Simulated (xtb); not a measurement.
xtb input:

```bash
xtb mol.xyz --gfn 2 --sp --chrg 1 --uhf 0
```
mol.xyz:
```
10

O      0.13525849     1.35592352    -1.16132046
Ge    -0.01988170    -0.14204225     0.11177867
O     -1.19479258     0.69656597     1.06633211
O     -0.49452712    -1.45002421    -0.90522240
O      1.60440503    -0.24695838     0.68569350
H     -0.20957433     2.22101521    -0.88272076
H     -1.05011430     0.71509541     2.02282787
H     -1.44441328    -1.58974653    -1.02792182
H      2.03819430    -1.10596587     0.57851502
H      0.89937130     1.46089855    -1.75147962
```

Predict the final energy.

-20.37646 Eh (GFN2-xTB).

It need not be the lowest isomer of its formula.
